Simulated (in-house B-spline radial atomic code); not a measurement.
## Ionising Se VII (Se6+) with different functionals

Computed with a radial B-spline atomic code at the basis-set limit: four-component Dirac-Coulomb Hamiltonian, Fermi nucleus of rms radius 4.14 fm, spin-restricted, spherical fractional occupations for the functionals, and exact exchange of hybrids averaged over the configuration. The ionisation energy is the difference of two self-consistent energies, [Ar] 3d10 → [Ar] 3d9, without Breit or QED terms; ε is the level of the shell that loses the electron (mean over j). The electron is taken from both j subshells in proportion to 2j + 1, so the result is a j average, not the step between ground levels.

```json
{"method": "BHandHLYP", "rung": "global hybrid", "ΔSCF (eV)": "155.24", "-ε(3d) (eV)": "149.29"}
{"method": "B97-1", "rung": "global hybrid", "ΔSCF (eV)": "155.52", "-ε(3d) (eV)": "143.85"}
{"method": "PBE0", "rung": "global hybrid", "ΔSCF (eV)": "155.51", "-ε(3d) (eV)": "144.63"}
{"method": "LC-wPBE", "rung": "range-separated hybrid", "ΔSCF (eV)": "155.63", "-ε(3d) (eV)": "145.69"}
```

(1) Among the functionals, which spreads more, the ΔSCF values or the orbital energies?

(2) How do they compare with the NIST value?

Answers

(1) The orbital energies: ΔSCF values span about 0.39 eV and the orbital energies 5.44 eV; here energy differences depend much less on the functional than eigenvalues do.

(2) NIST lists 155.33 eV ± 0.012 (measured, ground level to ground level). Errors run from -0.09 to +0.30 eV; BHandHLYP is closest (-0.09 eV), but part of that can be cancellation, since the calculations leave out Breit-QED terms, spin polarisation, the choice among j levels, multiplet and fine-structure energies.
